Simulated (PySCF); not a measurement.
# Computed records: BClH$_{3}$NSi, B$_{2}$FH$_{3}$

Computed with PySCF 2.14.0. Calculation on a computer-drawn molecule: optimised geometry and harmonic frequencies of an isolated molecule of the commonest isotopes, restricted reference for singlets and unrestricted otherwise, frozen core in MP2.

Common to all runs: charge 0; multiplicity 1.

(1) BClH$_{3}$NSi

Start structure:
```xyz
7
BClH3NSi
B      0.0330    -1.2684    -1.1723
N      0.5269    -0.3372    -0.5125
Si     1.2326     0.9241     0.3659
Cl     3.2024     1.1988    -0.2259
H     -0.4363    -2.1450    -1.7914
H      1.2624     0.6126     1.8014
H      0.5355     2.1931     0.1157
```

```
method                                        : MP2
basis                                         : cc-pV(D+d)Z
rotational constants                          : 11.85, 2.43, 2.065 GHz
total energy                                  : -829.8948 hartree
convergence status largest gradient component : 3.127e-05 hartree/bohr
```

Drawn bonds:
```tsv
atom	other atom	order
1	2	2
2	3	1
3	4	1
1	5	1
3	6	1
3	7	1
```

Optimised structure:
```xyz
7
BClH3NSi
B      0.0222    -1.2864    -1.1844
N      0.5393    -0.3376    -0.5179
Si     1.2539     0.9415     0.3730
Cl     3.2111     1.2160    -0.2136
H     -0.4632    -2.1673    -1.8010
H      1.2616     0.6124     1.8090
H      0.5316     2.1995     0.1159
```

Modes:
```tsv
frequency (cm⁻¹)	reduced mass (dalton)
106.3	4.444
159.4	3.271
280	9.476
555.8	14.47
643.5	1.311
717.4	7.163
724.4	1.32
728.1	1.334
762.3	1.063
928.6	1.123
992.8	1.056
1847	5.627
2320	1.028
2326	1.055
2911	1.178
```

(2) B$_{2}$FH$_{3}$

Start structure:
```xyz
6
B2FH3
B     -1.1089     0.5423     0.6959
B     -1.4125    -0.4226    -0.6188
F     -1.8581     0.0332    -1.8271
H     -1.9439     0.8111     1.4662
H     -0.0960     0.8591     0.9628
H     -1.3453    -1.5661    -0.6014
```

```
method                                        : HF
basis                                         : cc-pVDZ
rotational constants                          : 51.3, 8.3, 7.599 GHz
total energy                                  : -150.5648 hartree
convergence status largest gradient component : 8.652e-06 hartree/bohr
```

Drawn bonds:
```tsv
atom	other atom	order
1	2	1
2	3	1
1	4	1
1	5	1
2	6	1
```

Optimised structure:
```xyz
6
B2FH3
B     -1.1269     0.5310     0.7107
B     -1.4492    -0.4526    -0.6436
F     -1.8141     0.0817    -1.8132
H     -1.9877     0.8141     1.5001
H     -0.0200     0.9376     0.9420
H     -1.3668    -1.6548    -0.6184
```

Modes:
```tsv
frequency (cm⁻¹)	reduced mass (dalton)
260.1	1.152
295	3.262
505	1.11
778.3	2.568
999.3	1.719
1020	1.632
1153	1.547
1254	1.294
1374	3.119
2664	1.063
2689	1.085
2735	1.121
```
